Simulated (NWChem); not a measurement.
Two isomers of C2H6OSi2, each optimised at PBE0/def2-SVP with NWChem. Flexible species stand in one conformer each, which need not be the lowest. 

A: C1=C[SiH2]O[SiH2]1
B: [SiH3]C1=CO[SiH2]1

Q: Which is lower in energy, by how much, and how do their other properties compare?

A: A is lower by 48.4 kcal/mol in electronic energy; with zero-point energies, B − A = 46.1 kcal/mol.
```
                                       A      B
---------------------------------  -----  -----
highest occupied level (eV)        -8.03  -7.05
orbital gap (eV)                    7.21   6.65
dipole (D)                          1.66   0.67
highest harmonic frequency (cm⁻¹)   3177   3168
zero-point energy (kcal/mol)        45.4   43.1
```
